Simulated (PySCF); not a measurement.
C2H13NSi3, SMILES C[SiH](C)N[SiH2][SiH3]. Geometry: B3LYP-D3(BJ)/def2-SVP. The structure was generated by enumeration, and PubChem lists no compound with its InChIKey, so it may never have been made. One conformer was computed; it need not be the lowest.

Computed equilibrium geometry at B3LYP-D3(BJ)/def2-SVP (PySCF confirms it by a frequency run) as bond lengths and angles (one conformer of several):
Atoms: C1 Si2 C3 N4 Si5 Si6 H7 H8 H9 H10 H11 H12 H13 H14 H15 H16 H17 H18 H19. Bond lengths (Å): C1–Si2 1.878, C1–H7 1.101, C1–H8 1.102, C1–H9 1.102, Si2–C3 1.881, Si2–N4 1.757, Si2–H10 1.499, C3–H11 1.102, C3–H12 1.102, C3–H13 1.103, N4–Si5 1.746, N4–H14 1.019, Si5–Si6 2.352, Si5–H15 1.500, Si5–H16 1.491, Si6–H17 1.496, Si6–H18 1.495, Si6–H19 1.494. Bond angles (°): Si2–C1–H7 112.1, Si2–C1–H8 111.1, Si2–C1–H9 109.7, H7–C1–H8 108.1, H7–C1–H9 107.6, H8–C1–H9 108.2, C1–Si2–C3 111.2, C1–Si2–N4 109.6, C1–Si2–H10 108.4, C3–Si2–N4 108.0, C3–Si2–H10 108.0, N4–Si2–H10 111.5, Si2–C3–H11 110.8, Si2–C3–H12 110.8, Si2–C3–H13 111.4, H11–C3–H12 108.3, H11–C3–H13 107.4, H12–C3–H13 108.0, Si2–N4–Si5 131.9, Si2–N4–H14 113.7, Si5–N4–H14 114.0, N4–Si5–Si6 108.4, N4–Si5–H15 113.7, N4–Si5–H16 108.2, Si6–Si5–H15 109.0, Si6–Si5–H16 110.2, H15–Si5–H16 107.3, Si5–Si6–H17 109.4, Si5–Si6–H18 112.4, Si5–Si6–H19 110.2, H17–Si6–H18 108.2, H17–Si6–H19 107.8, H18–Si6–H19 108.7.
